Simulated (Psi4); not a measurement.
ClTl (SMILES [Cl][Tl]), singlet (typed; the unrestricted solution is spin-contaminated), geometry from GFN2-xTB (such geometries of metal compounds can be far from the true shape) (core potentials on Tl), with bond 2-1 at 3.0 times its length; HF/def2-SV(P) (Psi4).

Input for Psi4:
```
memory 2 GB

molecule mol {
0 1
Tl   -0.000000   -0.000000   -0.449804
Cl    0.000000    0.000000    7.329166
}

set {
  basis def2-sv(p)
  reference uhf
  stability_analysis follow
  scf_type pk
}

energy('scf')
print_variables()
```

It wrote (shortened):

```
   => Loading Basis Set <=

    Name: DEF2-SV(P)
    Role: ORBITAL
    Keyword: BASIS

    !!!  WARNING: ECP capability is in beta. Please check occupations closely.  !!!

         ---------------------------------------------------------
                                   SCF
               by Justin Turney, Rob Parrish, Andy Simmonett
                          and Daniel G. A. Smith
                              UHF Reference
         ---------------------------------------------------------

  ==> Geometry <==

    Molecular point group: c2v
    Full point group: C_inf_v

    Geometry (in Angstrom), charge = 0, multiplicity = 1:

       Center              X                  Y                   Z               Mass
    ------------   -----------------  -----------------  -----------------  -----------------
         TL           0.000000000000     0.000000000000    -1.133691493261   204.974427800000
         CL           0.000000000000     0.000000000000     6.645278506739    34.968852682000

  Running in c2v symmetry.

  Rotational constants: A = ************  B =      0.00933  C =      0.00933 [cm^-1]
  Rotational constants: A = ************  B =    279.57642  C =    279.57642 [MHz]
  Nuclear repulsion =   24.285511347799261

  Charge       = 0
  Multiplicity = 1
  Electrons    = 38
  Nalpha       = 19
  Nbeta        = 19

  ==> Algorithm <==

  SCF Algorithm Type is PK.
  DIIS enabled.
  MOM disabled.
  Fractional occupation disabled.
  Guess Type is SAD.
  Energy threshold   = 1.00e-06
  Density threshold  = 1.00e-06
  Integral threshold = 1.00e-12

  ==> Primary Basis <==

  Basis Set: DEF2-SV(P)
    Blend: DEF2-SV(P)
    Number of shells: 18
    Number of basis functions: 44
    Number of Cartesian functions: 47
    Spherical Harmonics?: true
    Max angular momentum: 2

  Core potential: DEF2-SV(P)
    Number of shells: 4
    Number of ECP primitives: 26
    Number of ECP core electrons: 60
    Max angular momentum: 3

  ==> Integral Setup <==

  Using in-core PK algorithm.
   Calculation information:
      Number of atoms:                   2
      Number of AO shells:              18
      Number of primitives:             41
      Number of atomic orbitals:        47
      Number of basis functions:        44

      Integral cutoff                 1.00e-12
      Number of threads:                 1

  Performing in-core PK
  Using 981090 doubles for integral storage.
  We computed 6854 shell quartets total.
  Whereas there are 14706 unique shell quartets.

  ==> DiskJK: Disk-Based J/K Matrices <==

    J tasked:                  Yes
    K tasked:                  Yes
    wK tasked:                  No
    Schwarz Cutoff:          1E-12

  Minimum eigenvalue in the overlap matrix is 3.6841556602E-02.
  Reciprocal condition number of the overlap matrix is 1.3247287240E-02.
    Using symmetric orthogonalization.

  ==> Pre-Iterations <==

  SCF Guess: Superposition of Atomic Densities via on-the-fly atomic UHF (no occupation information).

   -------------------------
    Irrep   Nso     Nmo
   -------------------------
     A1        21      21
     A2         3       3
     B1        10      10
     B2        10      10
   -------------------------
    Total      44      44
   -------------------------

  ==> Iterations <==

                        Total Energy        Delta E     RMS |[F,P]|

   @UHF iter SAD:  -629.23410313025965   -6.29234e+02   0.00000e+00
   @UHF iter   1:  -630.72868430919891   -1.49458e+00   1.14381e-02 ADIIS/DIIS
   @UHF iter   2:  -622.74346457882245    7.98522e+00   3.99743e-02 ADIIS/DIIS
   @UHF iter   3:  -630.76456386504299   -8.02110e+00   3.60777e-03 ADIIS/DIIS
   @UHF iter   4:  -630.76754878141185   -2.98492e-03   2.36454e-03 ADIIS/DIIS
   @UHF iter   5:  -630.76949006732161   -1.94129e-03   5.55661e-04 ADIIS/DIIS
   @UHF iter   6:  -630.76965784410379   -1.67777e-04   7.97552e-05 DIIS
   @UHF iter   7:  -630.76973456208600   -7.67180e-05   7.69665e-05 DIIS
   @UHF iter   8:  -630.76955236833885    1.82194e-04   6.63772e-05 DIIS
   @UHF iter   9:  -630.76955408856634   -1.72023e-06   2.17323e-05 DIIS
   @UHF iter  10:  -630.76955416106807   -7.25017e-08   3.75124e-06 DIIS
   @UHF iter  11:  -630.76955423406775   -7.29997e-08   3.06333e-06 DIIS
   @UHF iter  12:  -630.76955401366081    2.20407e-07   2.25769e-06 DIIS
   @UHF iter  13:  -630.76955401057978    3.08103e-09   4.51073e-07 DIIS
  Energy and wave function converged.

    Negative totally symmetric eigenvalue detected: -0.021309
    Wavefunction unstable!
    Lowest UHF->UHF stability eigenvalues:
      A1 -0.021309       B2 -0.020617       B1 -0.020617       A2 -0.020314

    Rotating orbitals by 0.5 * pi / 2 radians along unstable eigenvector.
    Running SCF again with the rotated orbitals.
   @UHF iter  14:  -630.38982317514183   -6.30390e+02   1.87005e-02 ADIIS/DIIS
   @UHF iter  15:  -630.65187473275535   -2.62052e-01   1.85580e-02 ADIIS/DIIS
   @UHF iter  16:  -630.75673423816863   -1.04860e-01   5.90011e-03 ADIIS/DIIS
   @UHF iter  17:  -630.76960087903285   -1.28666e-02   1.07325e-03 ADIIS/DIIS
   @UHF iter  18:  -630.77031676894057   -7.15890e-04   1.75925e-04 ADIIS/DIIS
   @UHF iter  19:  -630.77053414462671   -2.17376e-04   1.39702e-04 ADIIS/DIIS
   @UHF iter  20:  -630.77035643440695    1.77710e-04   9.35747e-05 DIIS
   @UHF iter  21:  -630.77038611743421   -2.96830e-05   7.46501e-05 DIIS
   @UHF iter  22:  -630.77044832041167   -6.22030e-05   2.23517e-05 DIIS
   @UHF iter  23:  -630.77044939526377   -1.07485e-06   1.15507e-05 DIIS
   @UHF iter  24:  -630.77044955125882   -1.55995e-07   1.36483e-05 DIIS
   @UHF iter  25:  -630.77045006065180   -5.09393e-07   1.16211e-05 DIIS
   @UHF iter  26:  -630.77044996033351    1.00318e-07   4.41263e-06 DIIS
   @UHF iter  27:  -630.77044996603490   -5.70139e-09   7.96768e-07 DIIS
    Negative totally symmetric eigenvalue detected: -0.054146
    Wavefunction unstable!
    Lowest UHF->UHF stability eigenvalues:
      A1 -0.054146       B1 -0.006334       B2 -0.006334       A2 0.018412

    Rotating orbitals by 0.5 * pi / 2 radians along unstable eigenvector.
    There's still a negative eigenvalue. Try modifying FOLLOW_STEP_SCALE
    or increasing MAX_ATTEMPTS (not available for PK integrals).

  ==> Post-Iterations <==

   @Spin Contamination Metric:   2.205679168E-01
   @S^2 Expected:                0.000000000E+00
   @S^2 Observed:                2.205679168E-01
   @S   Expected:                0.000000000E+00
   @S   Observed:                0.000000000E+00

    Orbital Energies [Eh]
    ---------------------

    Alpha Occupied:

       1A1  -104.475285     2A1   -10.235087     3A1    -7.709396
       1B1    -7.708878     1B2    -7.708878     4A1    -5.823431
       2B2    -3.648865     2B1    -3.648865     5A1    -3.647972
       1A2    -1.022869     6A1    -1.022869     3B2    -1.021824
       3B1    -1.021824     7A1    -1.021474     8A1    -0.757441
       9A1    -0.605061     4B2    -0.182758     4B1    -0.182758
      10A1    -0.171518

    Alpha Virtual:

      11A1    -0.098433     5B1    -0.097482     5B2    -0.097482
      12A1     0.144142     6B2     0.179873     6B1     0.179873
      13A1     0.185512     2A2     0.321778    14A1     0.321778
       7B2     0.323761     7B1     0.323761    15A1     0.324590
      16A1     0.885025    17A1     1.330841     8B1     1.331318
       8B2     1.331318     3A2     1.332723    18A1     1.332723
      19A1     1.397402     9B1     1.398609     9B2     1.398609
      10B2    19.051688    10B1    19.051688    20A1    19.052515
      21A1    56.922265

    Beta Occupied:

       1A1  -104.475228     2A1   -10.235030     3A1    -7.709149
       1B1    -7.708849     1B2    -7.708849     4A1    -5.823445
       2B1    -3.648856     2B2    -3.648856     5A1    -3.648015
       6A1    -1.022869     1A2    -1.022869     3B2    -1.021859
       3B1    -1.021859     7A1    -1.021520     8A1    -0.756800
       9A1    -0.605408     4B2    -0.182635     4B1    -0.182635
      10A1    -0.168761

    Beta Virtual:

      11A1    -0.099797     5B1    -0.097560     5B2    -0.097560
      12A1     0.144047     6B2     0.179844     6B1     0.179844
      13A1     0.185175    14A1     0.321750     2A2     0.321750
       7B2     0.323494     7B1     0.323494    15A1     0.324241
      16A1     0.885185    17A1     1.331506     8B1     1.331824
       8B2     1.331824    18A1     1.332768     3A2     1.332768
      19A1     1.397998     9B1     1.398674     9B2     1.398674
      10B2    19.051687    10B1    19.051687    20A1    19.052451
      21A1    56.922261

    Final Occupation by Irrep:
             A1    A2    B1    B2
    DOCC [    10,    1,    4,    4 ]
    SOCC [     0,    0,    0,    0 ]
    NA   [    10,    1,    4,    4 ]
    NB   [    10,    1,    4,    4 ]

  @UHF Final Energy:  -630.77044996603490

   => Energetics <=

    Nuclear Repulsion Energy =             24.2855113477992610
    One-Electron Energy =                -986.8816516231476044
    Two-Electron Energy =                 331.8256903093134724
    Total Energy =                       -630.7704499660349029

  UHF NO Occupations:
  HONO-2 :    4 B2 1.9999993
  HONO-1 :    4 B1 1.9999993
  HONO-0 :   10 A1 1.9153687
  LUNO+0 :   11 A1 0.0846313
  LUNO+1 :    5 B1 0.0000007
  LUNO+2 :    5 B2 0.0000007
  LUNO+3 :   12 A1 0.0000004

Computation Completed

Properties will be evaluated at   0.000000,   0.000000,   0.000000 [a0]

Properties computed using the SCF density matrix

 Multipole Moments:

 ------------------------------------------------------------------------------------
     Multipole            Electronic (a.u.)      Nuclear  (a.u.)        Total (a.u.)
 ------------------------------------------------------------------------------------

 L = 1.  Multiply by 2.5417464519 to convert [e a0] to [Debye]
 Dipole X            :          0.0000000            0.0000000            0.0000000
 Dipole Y            :          0.0000000            0.0000000            0.0000000
 Dipole Z            :       -181.8217032          168.4921638          -13.3295395
 Magnitude           :                                                   13.3295395

 ------------------------------------------------------------------------------------

  Variable Map:
  ----------------------------------------------------------------------------
  "CURRENT ENERGY"           =>    -630.770449966035
  "CURRENT REFERENCE ENERGY" =>    -630.770449966035
  "DD SOLVATION ENERGY"      =>       0.000000000000
  "HF KINETIC ENERGY"        =>     516.036585704620
  "HF POTENTIAL ENERGY"      =>   -1146.807035670655
  "HF TOTAL ENERGY"          =>    -630.770449966035
  "HF VIRIAL RATIO"          =>       2.222336685886
  "NUCLEAR REPULSION ENERGY" =>      24.285511347799
  "ONE-ELECTRON ENERGY"      =>    -986.881651623148
  "PCM POLARIZATION ENERGY"  =>       0.000000000000
  "PE ENERGY"                =>       0.000000000000
  "SCF ITERATION ENERGY"     =>    -630.770449966035
  "SCF ITERATIONS"           =>      27.000000000000
  "SCF TOTAL ENERGY"         =>    -630.770449966035
  "TWO-ELECTRON ENERGY"      =>     331.825690309313
```

Convergence was not reached.
